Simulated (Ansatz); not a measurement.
Ansatz results at the PBE0-D4/def2-TZVP geometry: HOMO energy (PBE0/def2-TZVPP) -7.26 eV; HOMO–LUMO gap (PBE/def2-TZVPP) 4.18 eV; HOMO–LUMO gap (B3LYP/def2-TZVPP) 5.68 eV.

Each molecule was computed in one conformer, which needn't be the lowest.

(1) Which molecule gave them?
A. `[CH3][AlH][SiH2]Br`
B. `N[SiH2]C(N)[SiH3]`
C. `CB(F)C=O`
D. `[CH3][AlH][SnH2][OH]`

Answers

(1) A. The others give `N[SiH2]C(N)[SiH3]`: -6.59, 4.76, 6.45; `[CH3][AlH][SnH2][OH]`: -7.30, 3.56, 4.99; `CB(F)C=O`: -7.23, 2.07, 4.28.

B3LYP here is the variant with VWN-RPA as its local correlation; programs differ in this.
